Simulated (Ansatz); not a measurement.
Species: CuBr, net charge 0, singlet state. 
Geometry from a B3LYP-D3(BJ)/def2-TZVP (Ansatz, a first-principles code) optimisation:
SMILES: [Cu][Br]
```xyz
2

Cu     0.0000     0.0000    -1.2173
Br     0.0000     0.0000     1.0086
```
Charge 0, spin multiplicity 1.

Basis-set convergence of Hartree-Fock and CCSD(T) correlation energies (hartree) with Ansatz. Valence correlation only, unless marked. No spin-orbit coupling. Frozen are the shells of the preceding noble gas and the d and f shells that filled before the atom's block. Non-relativistic.

The T1 diagnostic of CCSD in the largest basis is 0.026, which is high, so the coupled-cluster rows are less sure than usual.

```tsv
basis	functions	E(HF)	E(corr, CCSD(T))	rough core time
def2-SVP	63	-4210.86023	-0.40679	under 20 s
def2-TZVPP	112	-4211.40899	-0.62851	under 20 s
def2-QZVPP	189	-4211.49944	-0.67810	50 s
```

Extrapolating the two largest sets (X = 3 and 4) as X^-3: E(corr) = (64·(-0.67810) - 27·(-0.62851))/37 = -0.7143 Eh, an estimate of the basis-set limit. The largest set recovers 94.9 % of it, the smallest 56.9 %.
